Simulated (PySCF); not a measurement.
Members of one series of related molecules.

All values: PBE0/pcSseg-1 (PySCF) at GFN2-xTB geometries, gas phase, one conformer each.

(1) Rank by LUMO energy, highest first.
A. `C(/P=P/C[SiH3])CC#N`
B. `OCCC/P=P/C[SiH3]`
C. `FC(F)=C(F)/P=P/C[SiH3]`
D. `OCCC/P=P/CO`

Results:

(1) D (-1.89 eV), B (-2.55 eV), A (-2.73 eV), C (-3.07 eV).

All values together:

```
                SMILES                     change     formula  μ (D)  HOMO (eV)  LUMO (eV)  lowest IAO charge (e)  highest IAO charge (e)  lowest Hirshfeld charge (e)  highest Hirshfeld charge (e)
      OCCC/P=P/C[SiH3]                     parent  C4H12OP2Si   1.67      -6.99      -2.55             -0.724 (C)             +0.608 (Si)                   -0.233 (O)                   +0.311 (Si)
     N#CCC/P=P/C[SiH3]  C3H6OH replaced by C2H4CN   C4H9NP2Si   3.52      -7.07      -2.73             -0.719 (C)             +0.610 (Si)                   -0.232 (N)                   +0.310 (Si)
FC(F)=C(F)/P=P/C[SiH3]  C3H6OH replaced by CF=CF2  C3H5F3P2Si   2.78      -6.95      -3.07             -0.727 (C)             +0.610 (Si)                   -0.205 (C)                   +0.316 (Si)
           OCCC/P=P/CO  CH2SiH3 replaced by CH2OH   C4H10O2P2   3.15      -6.32      -1.89             -0.537 (O)              +0.359 (H)                   -0.238 (O)                    +0.174 (H)
```

Conformers: `[OH:1][CH2:2][CH2:3][CH2:4]/[P:5]=[P:6]/[CH2:7][SiH3:8]` with H–O1–C2–C3 58°, O1–C2–C3–C4 179°, C2–C3–C4–P5 -66°, C3–C4–P5–P6 113°, P5–P6–C7–Si8 92°; `[N:1]#[C:2][CH2:3][CH2:4]/[P:5]=[P:6]/[CH2:7][SiH3:8]` with C2–C3–C4–P5 -56°, C3–C4–P5–P6 -30°, P5–P6–C7–Si8 82°; `[F:1][C:2]([F:3])=[C:4]([F:5])/[P:6]=[P:7]/[CH2:8][SiH3:9]` with C2–C4–P6–P7 -51°, P6–P7–C8–Si9 -93°; `[OH:1][CH2:2][CH2:3][CH2:4]/[P:5]=[P:6]/[CH2:7][OH:8]` with H–O1–C2–C3 -166°, O1–C2–C3–C4 65°, C2–C3–C4–P5 -55°, C3–C4–P5–P6 122°, P5–P6–C7–O8 -162°.

Q: Give the shifts from the parent, `OCCC/P=P/C[SiH3]`.

A: 
```
                SMILES  change in μ (D)  change in HOMO (eV)  change in LUMO (eV)
     N#CCC/P=P/C[SiH3]            +1.85                -0.08                -0.18
FC(F)=C(F)/P=P/C[SiH3]            +1.11                +0.04                -0.52
           OCCC/P=P/CO            +1.48                +0.67                +0.66
```
